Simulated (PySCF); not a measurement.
# Reading the logs of faulty runs: H8N2Si2

All numbers below are calculated, not measured. The program is PySCF 2.14.0, an open-source quantum chemistry code, run on an isolated molecule that a program drew, which may never have been made. The molecule is H8N2Si2 (charge 0, singlet), drawn as the SMILES string `N[SiH](N)[SiH3]`.

Each row is a Hartree-Fock (HF) and frozen-core CCSD(T) single point in the cc-pV(D+d)Z basis, meant for a local HF minimum. Run 1 is clean. Each other run has one planted mistake out of seven kinds, and not every kind appears here: one electron removed, one electron added, multiplicity raised by two, geometry at a saddle point, minimal basis STO-3G, one bond length entered in bohr, all coordinates scaled. The reference is restricted for singlets and unrestricted otherwise, and also for a bond in bohr. Adding or removing an electron swaps singlet and doublet. Electrons count all cores. HOMO and LUMO are orbital energies over both spins, the gradient is its largest component, and the lowest frequency (negative if imaginary) is given only where the gradient is small. Bond lengths are over the 11 bonds as drawn. T1 is the CCSD diagnostic: over 0.02 (restricted) or 0.045 (unrestricted) a single reference is doubtful.

Geometry of the clean run:
```xyz
12
H8N2Si2, angstrom
N    -1.7411    0.3282    1.6561
Si   -1.8252    1.2737    0.2206
N    -0.2991    2.0474    0.0289
Si   -2.4485   -0.2063   -1.5244
H    -1.4701    0.7751    2.5136
H    -2.4296   -0.3789    1.8332
H    -2.8010    2.3976    0.2351
H     0.5286    1.4978   -0.1092
H    -0.2458    2.9027   -0.4913
H    -2.6824    0.5483   -2.7841
H    -3.6960   -0.9511   -1.2043
H    -1.3790   -1.2055   -1.7863
```

| run | electrons | basis functions | <S^2> | HOMO (eV) | LUMO (eV) | gradient (hartree/bohr) | lowest frequency (cm^-1) | mean bond (Å) | longest bond (Å) | T1 | HF (hartree) | CCSD(T) (hartree) | mistake |
|---|---|---|---|---|---|---|---|---|---|---|---|---|---|
| 1 | 50 | 114 | 0.000 | -9.69 | 3.86 | 1.9e-05 | 98 | 1.4342 | 2.371 | 0.0117 | -691.48617 | -692.10859 | no fault |
| 2 | 50 | 36 | 0.000 | -7.24 | 10.81 | 3.5e-02 | - | 1.4342 | 2.371 | 0.0074 | -683.36879 | -683.58801 | minimal basis STO-3G |
| 3 | 51 | 114 | 0.758 | 2.83 | 8.62 | 5.4e-02 | - | 1.4342 | 2.371 | 0.0179 | -691.36220 | -692.00635 | one electron added |
| 4 | 50 | 114 | 0.000 | -9.69 | 3.80 | 9.1e-03 | - | 1.4500 | 2.398 | 0.0119 | -691.48480 | -692.10916 | ? |

**Which mistake was planted in run 4, and what did it cost?**

The mean and the longest bond both change by the same factor, 1.011, and the gradient is no longer small. So the mistake is: all coordinates scaled. Subtracting run 1 and multiplying by 627.51 kcal/mol a hartree, the energy moved by 0.9 kcal/mol in HF and -0.4 kcal/mol in CCSD(T).

Cautions from the logs. Run 3: the HOMO is above zero, so the electron isn't bound and the energy depends on the basis.
